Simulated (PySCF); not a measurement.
Level of theory: PBE-D3(BJ)/def2-TZVP // PBE-D3(BJ)/def2-SVP (PySCF 2.14.0). All species are isolated molecules in the gas phase. One relaxed conformer stands for a flexible species; it need not be the lowest. 

Reference species: [Au(H2O)(Cl)] (neutral, multiplicity 1).

```yaml
coordination_number: 2
charge on the central atom (Mulliken): 0.16 e
LUMO: -2.70 eV
```

Changed species: [Au(H2O)(F)] (L = H2O, X = F; the reference has L = H2O, X = Cl).

Problem. Give the shifts of the coordination number, charge on the central atom (Mulliken) and LUMO.

Solution. the coordination number is nearly the same; the charge on the central atom (Mulliken) rises by 0.07 e, to 0.23 e; the LUMO rises by 0.11 eV, to -2.59 eV.
